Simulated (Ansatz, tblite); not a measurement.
Adding an electron: the cluster Cu₂Se⁺. Charge 1, multiplicity 2. Geometry: r2SCAN-D4/def2-TZVP. Ansatz, gas phase; energy differences of separate SCF runs; the reduced species is a singlet (the triplet lies 1.56 eV higher at PBE0-D4/def2-TZVP).

Cartesian coordinates in Å:
```
Cu -1.449 -0.110 0.202
Cu 1.066 -1.002 -0.115
Se 0.383 1.112 -0.087
```

The xTB rows come from tblite. The structure comes from a short search, and lower isomers may exist.

(1) Estimate orbital energies and vertical electron affinities at: GFN1-xTB; GFN2-xTB; PBE-D4/def2-TZVP; r2SCAN-D4/def2-TZVP; PBE0-D4/def2-TZVP.

Results:

(1) 
```json
{"level": "GFN1-xTB", "−HOMO (eV)": "–", "−LUMO (eV)": "–", "vertical EA (eV)": "13.74", "HOMO–LUMO gap (eV)": "–"}
{"level": "GFN2-xTB", "−HOMO (eV)": "–", "−LUMO (eV)": "–", "vertical EA (eV)": "12.36", "HOMO–LUMO gap (eV)": "–"}
{"level": "PBE-D4/def2-TZVP", "−HOMO (eV)": "11.21", "−LUMO (eV)": "10.56", "vertical EA (eV)": "7.60", "HOMO–LUMO gap (eV)": "0.65"}
{"level": "r2SCAN-D4/def2-TZVP", "−HOMO (eV)": "11.24", "−LUMO (eV)": "10.24", "vertical EA (eV)": "7.53", "HOMO–LUMO gap (eV)": "1.00"}
{"level": "PBE0-D4/def2-TZVP", "−HOMO (eV)": "12.33", "−LUMO (eV)": "9.43", "vertical EA (eV)": "7.51", "HOMO–LUMO gap (eV)": "2.89"}
```

  HOMO and LUMO are the levels of the spin that leaves or enters (xTB has no such levels and no spin-polarisation term). Other spin states of the ions may lie lower, which would lower the ionisation energy or raise the affinity. Raw xTB energy differences between charge states are shifted by several eV; the methods need an empirical correction for them.
